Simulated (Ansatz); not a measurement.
Program: Ansatz. Geometries: PBE0-D4/def2-TZVP. ΔE: electronic, gas phase. CCSD(T)/CBS is the MP2 limit (def2-TZVPP, def2-QZVPP) plus CCSD(T) − MP2 in def2-TZVPP, frozen cores. This one scheme is used for every species. DFT in def2-TZVPP. B3LYP here is the variant with VWN-RPA as its local correlation; programs differ in this. For Ge outer-core shells are correlated without core-valence functions, which leaves a few kJ/mol of doubt a bond. Scalar relativity is left out up to krypton. One conformer a species, not always the lowest.

Reaction (hydrogenolysis of the Si–Ge bond): `N=C=C[SiH2][GeH3]` + H₂ → `N=C=C[SiH3]` + GeH₄

| level | ΔE (kJ/mol) | difference from CCSD(T)/CBS |
| --- | --- | --- |
| PBE-D4 | 7.4 | 9.1 |
| PBE0-D4 | 1.9 | 3.6 |
| B3LYP-D4 | -3.7 | -2.0 |
| ωB97X-V | -7.7 | -6.0 |
| B2PLYP | -10.2 | -8.5 |
| r2SCAN | -0.7 | 1.0 |
| PBE0 | -3.9 | -2.2 |
| B3LYP | -13.7 | -12.0 |
| HF/def2-TZVPP | -35.2 | -33.5 |
| MP2/def2-TZVPP | -1.5 | 0.2 |
| CCSD/def2-TZVPP | -10.7 | -9.0 |
| CCSD(T)/def2-TZVPP | -5.5 | -3.8 |
| HF/def2-QZVPP | -36.3 | -34.6 |
| HF/CBS(def2) | -36.5 | -34.8 |
| MP2/CBS(def2) | 2.4 | 4.1 |
| CCSD/CBS(def2) | -6.8 | -5.1 |
| CCSD(T)/CBS | -1.7 | 0 |

Largest T1 diagnostic among the species: 0.015.

In def2-TZVPP, CCSD(T) changes the Hartree–Fock value by +29.6 kJ/mol (the triples alone add +5.2 kJ/mol) and MP2 by +33.7 kJ/mol. From PBE to PBE0 (25 % exact exchange), in def2-TZVPP and without D4, ΔE moves by −5.0 kJ/mol.
